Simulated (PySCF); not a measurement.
Work out the structure from these simulated measurements.

Formula: C2H2GeN2.

* Couplings: largest of the computed one-bond spin–spin couplings (means over like bonds): 15N–13C -4.0 (×2) Hz [PBE/pcJ-1 (pcSseg-1 on Ge)]
* XPS: C1s 292.5 (×2), N1s 406.0 (×2) eV [ΔSCF SCAN, pcX-2 on the ionised atom, pcseg-1 elsewhere, spin-free X2C]
* Rotational structure: rotational constants A, B, C: 6.101, 2.180, 1.641 GHz [PBE0-D3(BJ)/def2-SVP]
* 13C NMR: chemical shifts (computed TMS as zero) by class: 115.9 (2 C) ppm [GIAO B3LYP/pcSseg-1 (pcSseg-2 on Ge)]
* UV, strongest line: among the 15 lowest singlet transitions: S15 at 9.11 eV (136 nm, f = 0.085) [TDDFT CAM-B3LYP/def2-SVPD]
* UV, first state: lowest singlet excitation: 7.03 eV (176 nm, f = 0.001) [TDDFT CAM-B3LYP/def2-SVPD]

Electronic properties: PySCF, gas phase, density fitting. Levels stand in brackets. Isolated species at its PBE0-D3(BJ)/def2-SVP geometry, gas phase. Relativistic effects, spin–orbit coupling among them, are left out (core-ionisation runs apart) although an element past zinc is present. Each NMR value is the plain mean over a class of atoms that symmetry, rotation or inversion makes alike.

Task: What is the compound? Reason from the data.

Result: 2 carbons fall into 1 class: carbon bonded to Ge and N (115.9 ppm, 2 C). The couplings run between: -4.0 Hz, nitrogen bonded to C and carbon bonded to Ge and N (with 1 like pair). The core levels belong to: C1s 292.5 eV, carbon bonded to Ge and N; N1s 406.0 eV, nitrogen bonded to C. No core level of Ge was computed. The hole state at 292.5 eV has ⟨S²⟩ = 0.83 against 0.75, so that value is less sure. The hole state at 406.0 eV has ⟨S²⟩ = 0.83 against 0.75, so that value is less sure. The optimised geometry has point group C2v and is an asymmetric top. Structure: `N#[C][GeH2][C]#N` (Ge(CN)2H2). The assignments are read from this structure; whether some other isomer fits the data as well wasn't checked. NMR values of atoms bound to Ge lack the spin–orbit term that these neighbours bring.
